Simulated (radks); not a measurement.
Spin polarisation of the 4f7 shell in Eu. Start: [Xe] 4f(up 3.5, down 3.5) 6s2; electrons of 4f are moved from spin down to spin up, other shells keep equal spins. All-electron calculation, scalar-relativistic Kohn-Sham, LDA (Slater exchange, Perdew-Wang correlation), spin-polarised, spherical densities, point nucleus. Program: a radial shooting solver on a logarithmic mesh with Libxc functionals.

moment (Bohr magnetons)	E - E(0) (eV)	e(4f up) (eV)	e(4f down) (eV)	6s down minus up (eV)
0	0.000	-2.919	-2.919	0.000
1	-0.165	-3.232	-2.574	0.034
2	-0.658	-3.512	-2.197	0.069
3	-1.479	-3.756	-1.788	0.104
4	-2.626	-3.961	-1.345	0.140
5	-4.096	-4.121	-0.865	0.179
6	-5.883	-4.224	-0.340	0.220

At moment 6 the spin-polarisation energy is -5.883 eV and the 4f exchange splitting 3.884 eV, that is 0.647 eV per Bohr magneton; E = -I m^2/4 would give I = 0.654 eV.
